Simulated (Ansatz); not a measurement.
Isolated molecules relaxed with PBE0-D4/def2-TZVP in Ansatz; ΔE leaves out vibrations. CBS: MP2 limit from def2 TZ/QZ plus the TZ coupled-cluster correction, frozen cores. This one scheme is used for every species, atoms too. DFT in def2-TZVPP. B3LYP here is the variant with VWN-RPA as its local correlation; programs differ in this. HSE06 is defined as in plane-wave codes. No spin–orbit coupling; open shells (•) take unrestricted orbitals. Spin–orbit coupling would lower the free atoms: a little for B, O, Si. One conformer a species, not always the lowest.

Reaction (atomization): `O[SiH]1BN1` → B• + 4 H• + N• + O• + Si•

```json
{"level": "PBE0-D4", "ΔE (kJ/mol)": "2931.6", "difference from CCSD(T)/CBS": "-4.5"}
{"level": "B3LYP-D4", "ΔE (kJ/mol)": "2941.7", "difference from CCSD(T)/CBS": "5.6"}
{"level": "r2SCANh-D4", "ΔE (kJ/mol)": "2923.6", "difference from CCSD(T)/CBS": "-12.5"}
{"level": "HSE06-D4", "ΔE (kJ/mol)": "2934.3", "difference from CCSD(T)/CBS": "-1.8"}
{"level": "revPBE", "ΔE (kJ/mol)": "2872.5", "difference from CCSD(T)/CBS": "-63.6"}
{"level": "CAM-B3LYP", "ΔE (kJ/mol)": "2947.8", "difference from CCSD(T)/CBS": "11.7"}
{"level": "CCSD/def2-SVP", "ΔE (kJ/mol)": "2671.8", "difference from CCSD(T)/CBS": "-264.3"}
{"level": "CCSD(T)/def2-SVP", "ΔE (kJ/mol)": "2706.6", "difference from CCSD(T)/CBS": "-229.5"}
{"level": "CCSD/def2-TZVPP", "ΔE (kJ/mol)": "2789.5", "difference from CCSD(T)/CBS": "-146.6"}
{"level": "CCSD/CBS(def2)", "ΔE (kJ/mol)": "2885.5", "difference from CCSD(T)/CBS": "-50.6"}
{"level": "CCSD(T)/CBS", "ΔE (kJ/mol)": "2936.1", "difference from CCSD(T)/CBS": "0"}
```

Largest T1 diagnostic among the species: 0.014.

From BLYP to BHLYP (50 % exact exchange), in def2-TZVPP and without D4, ΔE moves by −93.3 kJ/mol: exact exchange takes away binding that semilocal exchange gives to molecules. The D4 term adds +22.3 kJ/mol with B3LYP and +11.4 kJ/mol with PBE0; it sums over pairs of atoms, weighted by their polarisabilities, and B3LYP, whose exchange is more repulsive, gets the larger term.

For atomizations the MP2-based limit and the directly extrapolated one differ by several kJ/mol either way, and by 10 to 25 for some Ge, Se and Sn compounds, so smaller differences from it don't rank the levels.
